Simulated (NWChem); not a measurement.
System: Si2H6O3; SMILES O[SiH](O)O[SiH3]

Input file for NWChem:

```
start job
memory heap 200 mb stack 900 mb global 1100 mb
geometry units angstroms noautosym nocenter noautoz
  Si    -0.006401    -1.007753    -0.422577
  O     -1.428644    -1.429528     0.292516
  O      1.175359    -2.032050     0.110605
  O      0.477754     0.523628    -0.025012
  Si    -0.014002     2.102524     0.122591
  H     -0.242749    -1.080137    -1.879007
  H     -1.378894    -1.714086     1.210310
  H      2.049637    -1.645756     0.215313
  H      1.199640     2.967217     0.142068
  H     -0.772567     2.293423     1.394290
  H     -0.883131     2.495432    -1.027112
end
basis spherical
  * library def2-svp
end
dft
  xc m05-2x
  iterations 150
end
cosmo
  do_cosmo_smd true
  solvent water
end
task dft energy
```

NWChem printed, in part:

```
             Northwest Computational Chemistry Package (NWChem) 7.3.0
             --------------------------------------------------------

                             Geometry "geometry" -> ""
                             -------------------------

 Output coordinates in angstroms (scale by  1.889725989 to convert to a.u.)

  No.       Tag          Charge          X              Y              Z
 ---- ---------------- ---------- -------------- -------------- --------------
    1 Si                  14.0000    -0.00640100    -1.00775300    -0.42257700
    2 O                    8.0000    -1.42864400    -1.42952800     0.29251600
    3 O                    8.0000     1.17535900    -2.03205000     0.11060500
    4 O                    8.0000     0.47775400     0.52362800    -0.02501200
    5 Si                  14.0000    -0.01400200     2.10252400     0.12259100
    6 H                    1.0000    -0.24274900    -1.08013700    -1.87900700
    7 H                    1.0000    -1.37889400    -1.71408600     1.21031000
    8 H                    1.0000     2.04963700    -1.64575600     0.21531300
    9 H                    1.0000     1.19964000     2.96721700     0.14206800
   10 H                    1.0000    -0.77256700     2.29342300     1.39429000
   11 H                    1.0000    -0.88313100     2.49543200    -1.02711200

 Effective nuclear repulsion energy (a.u.)     312.9148605884

                                 NWChem DFT Module
                                 -----------------

 Summary of "ao basis" -> "ao basis" (spherical)
 ------------------------------------------------------------------------------
       Tag                 Description            Shells   Functions and Types
 ---------------- ------------------------------  ------  ---------------------
 Si                         def2-svp                 8       18   4s3p1d
 O                          def2-svp                 6       14   3s2p1d
 H                          def2-svp                 3        5   2s1p

 in cosmo_initialize ...
 calling solv_data for solv:h2o

 solvent parameters
 solvname_short: h2o
 solvname_long:  water
 dielec:       78.4000
 dielecinf:     1.7769
 aqueous SMD model solvent descriptors
 dielec:       78.4000
 sola:          0.8200

          ---------------
          -cosmo- solvent
          ---------------
 Cosmo: York-Karplus, doi: 10.1021/jp992097l
 dielectric constant -eps-     =  78.40
 screen = (eps-1)/(eps    )    =   0.98724
 surface charge correction     = lagrangian

   van der Waals surface
 --------------------------

[...]

                                COSMO-SMD solvation results
                                ---------------------------

             internal energy in gas <Psi(g)|H|Psi(g)> =      -808.038459536269
         internal energy in solvent <Psi(s)|H|Psi(s)> =      -808.036766281550
                               delta internal energy  =         0.001693254720 (    1.06 kcal/mol)
   total free energy in solvent <Psi(s)|H+V/2|Psi(s)> =      -808.054241460995
 polarization energy contribution <Psi(s)|V/2|Psi(s)> =        -0.017475179446 (  -10.97 kcal/mol)
    total free energy in solvent including G(SMD-CDS) =      -808.048755460747
                       G(SMD-CDS) energy contribution =         0.005486000248 (    3.44 kcal/mol)
     1 M fixed-concentration free energy of solvation =        -0.010295924478 (   -6.46 kcal/mol)

                       DFT Final Molecular Orbital Analysis
                       ------------------------------------

 Vector   27  Occ=2.000000D+00  E=-4.012845D-01
              MO Center=  3.5D-01, -9.4D-01, -3.7D-01, r^2= 4.7D+00
   Bfn.  Coefficient  Atom+Function         Bfn.  Coefficient  Atom+Function
  ----- ------------  ---------------      ----- ------------  ---------------
    38      0.434097   3 O  pz               41      0.333697   3 O  pz
    79      0.222006   6 H  s                80      0.188022   6 H  s
    22     -0.165647   2 O  px              104     -0.162522  11 H  s
    25     -0.120889   2 O  px               10     -0.114094   1 Si pz
    68      0.092686   5 Si px                3      0.091974   1 Si s

 Vector   28  Occ=2.000000D+00  E=-3.829618D-01
              MO Center=  2.2D-01,  1.5D+00,  2.4D-01, r^2= 4.2D+00
   Bfn.  Coefficient  Atom+Function         Bfn.  Coefficient  Atom+Function
  ----- ------------  ---------------      ----- ------------  ---------------
    50      0.327257   4 O  px               94     -0.291466   9 H  s
    53      0.261604   4 O  px               95     -0.215945   9 H  s
    99      0.215750  10 H  s                68     -0.198346   5 Si px
    23      0.183597   2 O  py               26      0.143669   2 O  py
   100      0.143896  10 H  s                65      0.107391   5 Si px

 Vector   29  Occ=2.000000D+00  E=-3.788351D-01
              MO Center= -2.3D-01,  1.2D+00, -1.9D-01, r^2= 4.1D+00
   Bfn.  Coefficient  Atom+Function         Bfn.  Coefficient  Atom+Function
  ----- ------------  ---------------      ----- ------------  ---------------
    52      0.355327   4 O  pz               55      0.279051   4 O  pz
   104      0.269658  11 H  s                99     -0.228685  10 H  s
   105      0.202405  11 H  s                70     -0.192650   5 Si pz
   100     -0.179297  10 H  s                79      0.171977   6 H  s
    80      0.168344   6 H  s                67      0.102092   5 Si pz

 Vector   30  Occ=0.000000D+00  E= 6.414832D-02
              MO Center= -5.2D-02,  1.7D+00,  1.3D-01, r^2= 4.7D+00
   Bfn.  Coefficient  Atom+Function         Bfn.  Coefficient  Atom+Function
  ----- ------------  ---------------      ----- ------------  ---------------
    72      1.076635   5 Si py               49      0.733936   4 O  s
    95     -0.333371   9 H  s                 4     -0.303925   1 Si s
   100     -0.271961  10 H  s               105     -0.266521  11 H  s
    71     -0.257447   5 Si px               85     -0.188889   7 H  s
    69      0.182403   5 Si py               21      0.180713   2 O  s

 Vector   31  Occ=0.000000D+00  E= 1.104587D-01
              MO Center=  1.6D-01, -9.5D-01,  2.0D-01, r^2= 7.3D+00
   Bfn.  Coefficient  Atom+Function         Bfn.  Coefficient  Atom+Function
  ----- ------------  ---------------      ----- ------------  ---------------
   105     -0.700032  11 H  s                35     -0.692148   3 O  s
     4      0.677768   1 Si s                71     -0.579747   5 Si px
    12     -0.576778   1 Si py               21     -0.563034   2 O  s
    90      0.564865   8 H  s                85      0.458049   7 H  s
    64      0.435197   5 Si s                80     -0.315951   6 H  s

 Vector   32  Occ=0.000000D+00  E= 1.157272D-01
              MO Center=  3.2D-01,  1.8D-02, -1.7D-01, r^2= 6.6D+00
   Bfn.  Coefficient  Atom+Function         Bfn.  Coefficient  Atom+Function
  ----- ------------  ---------------      ----- ------------  ---------------
    95     -0.810557   9 H  s                11      0.769909   1 Si px
    71      0.633431   5 Si px               35     -0.567938   3 O  s
    21      0.467853   2 O  s                63      0.415536   5 Si s
    64      0.359593   5 Si s                90      0.321221   8 H  s
    85     -0.258268   7 H  s                53     -0.237542   4 O  px

     Multipole analysis of the density
     ---------------------------------

     L   x y z        total         alpha         beta         nuclear
     -   - - -        -----         -----         ----         -------
     0   0 0 0      0.000000    -29.000000    -29.000000     58.000000

     1   1 0 0      0.552885     -1.123888     -1.123888      2.800661
     1   0 1 0      0.420535      4.802975      4.802975     -9.185416
     1   0 0 1      0.505222      1.309979      1.309979     -2.114736

     2   2 0 0    -32.205236    -84.285758    -84.285758    136.366279
     2   1 1 0     -1.001810      3.521571      3.521571     -8.044952
     2   1 0 1     -1.413306      4.928648      4.928648    -11.270602
     2   0 2 0    -35.319030   -294.036292   -294.036292    552.753555
     2   0 1 1     -1.873859     -9.827400     -9.827400     17.780941
     2   0 0 2    -31.519813    -36.398623    -36.398623     41.277432
```

Level: M05-2X/def2-SVP, SMD on the gas-phase geometry. All runs use the structure optimised with PBE0/def2-SVP. Solvent: water.
